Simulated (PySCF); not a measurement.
# Spin-Hamiltonian simulation

Molecule: SMILES N#CCC(F)(F)F, C$_{3}$H$_{2}$F$_{3}$N.

Geometry (Å), atoms numbered from 1 in this order:
```xyz
9

N     2.5590   -0.2055    0.6851
C     1.4673    0.1296    0.5077
C     0.0945    0.5617    0.2988
C    -0.7468   -0.4538   -0.4559
F    -0.8117   -1.6104    0.1955
F    -1.9871    0.0152   -0.5934
F    -0.2540   -0.6865   -1.6690
H    -0.3872    0.7479    1.2705
H     0.0825    1.5041   -0.2692
```

One conformer, isolated molecule, equivalent nuclei averaged, no relativistic terms. NMR shieldings at PBE0/pcSseg-1/GIAO; J: B3LYP/pcJ-1; geometry from PBE0-D3(BJ)/def2-SVP; PySCF.

Shifts are taken against calculated references (same method and geometry level): TMS for 1H.

Shifts (ppm): F5/F6/F7 -76.6, H8/H9 2.73.
Couplings (Hz): F5–F6, F5–F7, F6–F7: 56.3; F5–H8, F5–H9, F6–H8, F6–H9, F7–H8, F7–H9: 8.7; H8–H9: -19.1.

The 5-spin Hamiltonian (Zeeman plus full scalar coupling among like nuclei) was diagonalised exactly; lines are Lorentzian, 0.4 Hz wide, and the maxima above 3 % are listed with the tallest set to 100.

Question: Give the 1H peak list of this spin system at 300 MHz.

Answer: 
δ in ppm (height): 2.774 (33), 2.744 (100), 2.716 (100), 2.687 (33)

Question: And at 700 MHz?

Answer: 
| Hz | ppm | height |
| --- | --- | --- |
| 1924.1 | 2.749 | 33 |
| 1915.4 | 2.736 | 100 |
| 1906.7 | 2.724 | 100 |
| 1898.0 | 2.711 | 33 |
